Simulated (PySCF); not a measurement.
TiOF, SMILES [O]=[Ti][F] (connectivity only; charge and spin as stated), neutral, multiplicity 2. Atoms are numbered in the order given.

```xyz
3

Ti     0.3410     0.1088     0.0000
O     -0.5180     1.4757     0.0000
F     -0.3731    -1.5778     0.0000
```
Charge 0, spin multiplicity 2.

Geometry optimised at PBE0-D3(BJ)/def2-TZVP. The spin state was assumed, not searched.

Computed with PBE/def2-TZVPD (PySCF).

Mulliken values depend strongly on the basis, most of all with diffuse functions as here. Atomic charges (e):

| atom | Mulliken | meta-Löwdin | Mulliken spin |
|---|---|---|---|
| Ti1 | 1.27 | 1.04 | 1.08 |
| O2 | -0.66 | -0.51 | -0.07 |
| F3 | -0.62 | -0.53 | -0.01 |
